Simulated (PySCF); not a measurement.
## Electrostatic potential from atomic charges

Species: `C(CF)[C@@H]1OC(C1)=O`. Coordinates (GFN2-xTB, Å) and charges (e) from the PBE0/pcSseg-1 density (PySCF):

```csv
atom,x,y,z,Mulliken,IAO,Hirshfeld,ESP-fitted
O1,3.447,0.085,0.553,-0.3550,-0.4132,-0.2575,-0.5045
C2,2.309,0.015,0.226,+0.4629,+0.5374,+0.2045,+0.8032
C3,1.134,0.965,0.109,-0.2688,-0.3599,-0.0834,-0.7185
C4,0.396,-0.296,-0.368,+0.0061,+0.0925,+0.0507,+0.5684
C5,-0.731,-0.819,0.511,-0.2187,-0.2885,-0.0799,-0.3363
C6,-2.007,-0.008,0.336,+0.1665,+0.0436,+0.0324,+0.1060
F7,-1.824,1.279,0.782,-0.3391,-0.3316,-0.1127,-0.2409
O8,1.608,-1.066,-0.209,-0.4106,-0.3663,-0.1226,-0.5103
H9,0.787,1.387,1.048,+0.1644,+0.1768,+0.0574,+0.2277
H10,1.258,1.759,-0.622,+0.1629,+0.1743,+0.0636,+0.2125
H11,0.097,-0.286,-1.421,+0.1300,+0.1403,+0.0470,+0.0057
H12,-0.418,-0.786,1.556,+0.1312,+0.1502,+0.0470,+0.1358
H13,-0.934,-1.857,0.246,+0.1460,+0.1590,+0.0553,+0.1079
H14,-2.825,-0.429,0.928,+0.1175,+0.1478,+0.0518,+0.0849
H15,-2.301,0.064,-0.716,+0.1046,+0.1376,+0.0465,+0.0583
```

Points outside the species (Å): A (-5.5, -2.9, 1.0); B (2.2, -1.5, 5.2); C (-0.4, -3.3, 3.2); D (-0.7, 4.2, 3.8); E (0.0, 4.1, -5.1).

Find the potential V = 14.3996 V·Å × Σ q/r of each set of charges at these points.

In volts:

```
point  nearest atom  distance (Å)  Mulliken     IAO  Hirshfeld  ESP-fitted
    A           H14          3.64    +0.461  +0.421     +0.225      +0.317
    B           H12          4.54    -0.122  -0.116     -0.084      -0.070
    C           H12          3.00    +0.216  +0.225     +0.128      +0.200
    D            H9          4.21    -0.053  -0.105     +0.003      -0.008
    E           H10          5.21    +0.115  +0.127     +0.080      +0.132
```

How far are the other sets from the ESP-fitted one at these points?

Root-mean-square difference: Hirshfeld 0.057 V, IAO 0.068 V, Mulliken 0.072 V. The ESP scheme fits charges at the nuclei, held to the total charge, to the electrostatic potential on points at 1.4 to 2.0 times the van der Waals radii.

What energy would a point charge of +2 e have at A in the field of the ESP charges, leaving out polarisation?

+0.633 eV = +61.1 kJ/mol, a repulsion.

The structure is a single GFN2-xTB conformer in the gas phase; no vibrational or solvent corrections.

These values come from a run that also computed NMR shieldings. Time: 49 s (with the writing of density and orbital grids); peak memory 0.76 GiB. Hardware: an Arm Neoverse N1 with one thread, shared host.

Conformer computed: `[O:1]=[C:2]1[CH2:3][C@H:4]([CH2:5][CH2:6][F:7])[O:8]1`: C3–C4–C5–C6 78°, C4–C5–C6–F7 -65°.
